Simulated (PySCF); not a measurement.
Calculation: B3LYP-D3(BJ)/def2-TZVP (PySCF 2.14.0). All species are isolated molecules in the gas phase. One relaxed conformer stands for a flexible species; it need not be the lowest. B3LYP has the VWN-RPA correlation part, as in Gaussian. Delta-SCF ions had no search for a lower state. Excitations are Tamm–Dancoff values on a coarser integration grid. The basis has no diffuse functions, so Rydberg states are missing or too high.

Reference species (SMILES): `C=C(C)C=O` (C–C–C–O torsion 180°) (neutral, multiplicity 1).

- HOMO = -7.29 eV
- vertical ionisation energy (Delta-SCF) = 9.79 eV
- S1–T1 gap (TDA) = 0.53 eV

Changed species: `O=C/C=C\C` (C–C–C–O torsion 1°).

Task: What does the change do to the HOMO, vertical ionisation energy (Delta-SCF) and S1–T1 gap (TDA)?

Result: the HOMO increases by 0.23 eV, to -7.06 eV; the vertical ionisation energy (Delta-SCF) decreases by 0.29 eV, to 9.50 eV; the S1–T1 gap (TDA) falls by 0.04 eV, to 0.49 eV.
